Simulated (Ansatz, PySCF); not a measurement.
The Ansatz (a first-principles code) input:
Ansatz 0.2 input:
```yaml
crystal:
  periodic: [false, false, false]
  atoms:
    - {symbol: Ta, position_ang: [0.31012105, 0.12285828, -0.12781425]}
    - {symbol: O, position_ang: [1.49890242, 1.13960606, -0.79189324]}
    - {symbol: Cl, position_ang: [1.24862834, -1.33520757, 1.28252778]}
    - {symbol: Cl, position_ang: [-1.64494771, -1.20702000, -0.33409690]}
    - {symbol: Cl, position_ang: [-1.64074271, 1.47837445, -0.02692582]}
basis:
  gaussian:
    orbitals: def2-SVP
hamiltonian:
  xc: pbe0
magnetization: {spin_polarized: true, initial_magnetization: 2}
accuracy: high
```

**Question.** Write the same job for PySCF.

**Answer.** This is not unique; one that fits is 
```python
from pyscf import gto, scf, dft

mol = gto.M(
    atom='''
Ta    0.310121    0.122858   -0.127814
O     1.498902    1.139606   -0.791893
Cl    1.248628   -1.335208    1.282528
Cl   -1.644948   -1.207020   -0.334097
Cl   -1.640743    1.478374   -0.026926
''',
    basis='def2-svp',
    ecp={'Ta': 'def2-svp'},
    charge=0,
    spin=2,
    verbose=4,
)

mf = dft.UKS(mol)
mf.xc = 'pbe0'
mf.grids.atom_grid = (99, 590)
mf.grids.prune = None
mf.kernel()
```

Both were run: Ansatz gave -1511.918677 Eh and PySCF -1511.918675 Eh, 0.002 mEh apart.
